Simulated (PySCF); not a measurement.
Stepwise substitution at one centre (Ge OCH3-SiH3). Isolated molecules, 0 K electronic values unless said otherwise. One relaxed conformer stands for each flexible species; it need not be the lowest. Strings in code marks are SMILES.

Calculation: r2SCAN-D4/def2-TZVP // r2SCAN-D4/def2-SVP (PySCF). Delta-SCF ions had no search for a lower state. Excitations are Tamm–Dancoff values on a coarser integration grid. The basis has no diffuse functions, so Rydberg states are missing or too high.

| species | HOMO (eV) | S1 excitation (TDA) (eV) | vertical ionisation energy (Delta-SCF) (eV) |
|---|---|---|---|
| 2 of 4 OCH3 replaced by SiH3 (`[SiH3][Ge]([O]C)([O]C)[SiH3]` (C–O–Ge–Si torsion 178°, Si–Ge–O–C torsion 47°)) | -6.48 | 5.47 | 8.86 |
| 3 of 4 OCH3 replaced by SiH3 (`C[O][Ge]([SiH3])([SiH3])[SiH3]` (C–O–Ge–Si torsion 59°)) | -6.20 | 4.79 | 8.63 |
| 4 of 4 OCH3 replaced by SiH3 (`[Ge]([SiH3])([SiH3])([SiH3])[SiH3]`) | -7.13 | 6.38 | 9.31 |
